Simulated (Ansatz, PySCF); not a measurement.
Molecule: GaI₂, charge 0, multiplicity 2. It need not be the lowest isomer of its formula. SMILES: [I][Ga][I]
Geometry: optimised at B3LYP-D3(BJ)/def2-TZVP (Ansatz, a quantum-chemistry and plane-wave program).

Quantity: vertical ionisation energy (to the singlet state of charge +1; each state is the SCF solution reached for its spin), in eV. Cores are frozen in the correlated levels unless marked. UHF or UKS for open shells. Spin-orbit coupling is left out. Frozen are the shells of the preceding noble gas and the d and f shells that filled before the atom's block. In def2 rows, elements after Kr have scalar-relativistic effective core potentials. Basis-set limits of correlation are two-point, X^-3; Hartree-Fock from the larger set. The bracket is a focal-point correction in the basis named.

| level | program | vertical ionisation energy (eV) | minus last row |
|---|---|---|---|
| HF/def2-SVPD | Ansatz | 8.23 | 0.01 |
| HF/def2-TZVPPD | Ansatz | 8.15 | -0.07 |
| SVWN5/def2-TZVPD | Ansatz | 8.39 | 0.17 |
| PBE/def2-TZVPD | Ansatz | 8.21 | -0.01 |
| r2SCAN/def2-TZVPD | Ansatz | 8.46 | 0.24 |
| PBE0/def2-TZVPD | Ansatz | 8.40 | 0.18 |
| CAM-B3LYP/def2-TZVPD | Ansatz | 8.52 | 0.30 |
| wB97X-V/def2-TZVPD | Ansatz | 8.45 | 0.23 |
| B2PLYP/def2-TZVPD | Ansatz | 8.24 | 0.02 |
| MP2/def2-SVPD | Ansatz | 8.16 | -0.06 |
| MP2/def2-TZVPPD | Ansatz | 8.14 | -0.08 |
| SCS-MP2/def2-SVPD | Ansatz | 8.10 | -0.12 |
| CCSD/def2-TZVPPD | Ansatz | 8.16 | -0.06 |
| CCSD(T)/def2-SVPD | Ansatz | 8.10 | -0.12 |
| RI-MP2/CBS(def2-TZVPPD,def2-QZVPPD)+[CCSD(T)-MP2]/def2-TZVPPD | Ansatz | 8.22 | 0.00 |

For comparison, minus the highest occupied orbital energy (PySCF): 8.90 eV at HF/def2-TZVPD, 7.52 eV at M06-2X/def2-TZVPD, 6.12 eV at TPSSh/def2-TZVPD.
